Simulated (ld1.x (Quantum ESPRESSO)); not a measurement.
# P: excitation energies, all-electron against ultrasoft

* Element: P (Z = 15)
* Generator: ld1.x (Quantum ESPRESSO) 7.5
* Type: ultrasoft
* Functional: Wu–Cohen
* Relativity: scalar-relativistic
* Frozen core: [Ne]
* Valence charge: 5
* Reference configuration: 3s2 3p3
* Partial waves: 3s (bound): rcut 1.25, rcutus 1.50 bohr; 3s channel at 1 Ry: rcut 1.25, rcutus 1.50 bohr; 3p (bound): rcut 1.20, rcutus 1.40 bohr; 3p channel at 2.15 Ry: rcut 1.20, rcutus 1.40 bohr
* Local potential: all-electron potential smoothed inside 1.30 bohr (lloc = -1)
* Core correction: Bessel-smoothed model core inside 1.30 bohr
* Augmentation charge: PSQ, inside the norm-conserving radii

Energies are relative to the spin-unpolarised reference configuration 3s2 3p3; without spin polarisation the order of configurations can differ from experiment. The frozen-core shift is the all-electron ΔE with the core orbitals held at their reference shape minus the fully relaxed ΔE.

```
valence configuration  charge  ΔE all-electron (eV)  error AE − PS (meV)  frozen-core shift (meV)
              3s2 3p2      +1                 9.706                 -0.3                     +1.2
              3s2 3p1      +2                28.846                 -0.6                      +11
              3s2 3p0      +3                58.603                 -4.9                      +46
              3s0 3p5       0                17.175                 -3.2                     +2.4
              3s1 3p0      +4               110.594                  -59                     +158
```

What are ΔE and the potential's error for 3s1 3p4?

ΔE = 8.521 eV all-electron; the error (AE − PS) is -0.9 meV.

What are ΔE and the potential's error for 3s2 3p2.5?

ΔE = 3.762 eV all-electron; the error (AE − PS) is -0.2 meV.

Levels in the configuration 3s1 3p0:

| level | all-electron (eV) | pseudo (eV) |
| --- | --- | --- |
| 3s | -58.342 | -58.428 |
